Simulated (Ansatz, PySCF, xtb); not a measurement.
Pulling on the Cd1–H2 bond in CdH4Si (SMILES [SiH3][CdH]) (multiplicity 1 held, fragments rigid). Energies count from the point at 1.699 Å.
Geometry at that point (charge 0, multiplicity 1):
```xyz
6

Cd    -0.56643    -0.31054    -0.07978
H     -2.04530    -1.12132    -0.28806
Si     1.63488     0.89631     0.23025
H      2.24914     0.59380     1.54999
H      1.47089     2.37203     0.15366
H      2.62571     0.51316    -0.80993
```

R- and RO- levels are restricted; in cc, def2 and unpolarised 6-31G sets they are followed outwards from rest. U- levels take the lowest unrestricted solution at each point, which mixes spins at long bonds. Active spaces are followed from a long bond inwards. Levels need not reach the same state.

Cores are frozen in the correlated methods. Rows in LANL2DZ carry no dispersion term and start afresh at each structure. LANL2DZ brings its own core potentials from Na on.

Codes used: Ansatz (Gaussian basis) for Hartree–Fock, density functionals and correlated methods; PySCF for LANL2DZ rows; xtb for the GFN methods.  In def2 rows elements past Kr take small-core potentials, without spin–orbit coupling. The GFN methods have no spin term and hold the electronic entropy of 300 K.

| level | energy at R = 5.438 Å (kcal/mol) |
|---|---|
| GFN2-xTB | 79.60 |
| R-PBE/def2-TZVPP | 89.78 |
| R-B3LYP/LANL2DZ | 97.02 |
| R-wB97X-V/def2-TZVPP | 128.77 |
| U-wB97X-V/def2-TZVPP | 74.48 |
| CASSCF(2,2)/def2-TZVPP | ___ |
| SC-NEVPT2 on CASSCF(2,2)/def2-TZVPP | ___ |
| FIC-MRCISD on CASSCF(2,2)/def2-TZVPP | 70.10 |
| FIC-MRCISD+Q on CASSCF(2,2)/def2-TZVPP | 71.49 |

Question: Complete the blanks.

Answer: 
- CASSCF(2,2)/def2-TZVPP, energy at R = 5.438 Å (kcal/mol): 62.61
- SC-NEVPT2 on CASSCF(2,2)/def2-TZVPP, energy at R = 5.438 Å (kcal/mol): 68.21

Doubts at one or more of the structures used: a restricted determinant that unrestricted orbitals would lower (R-PBE/def2-TZVPP, R-wB97X-V/def2-TZVPP); a spin-contaminated determinant (U-wB97X-V/def2-TZVPP).

Ansatz is a quantum-chemistry and plane-wave program.
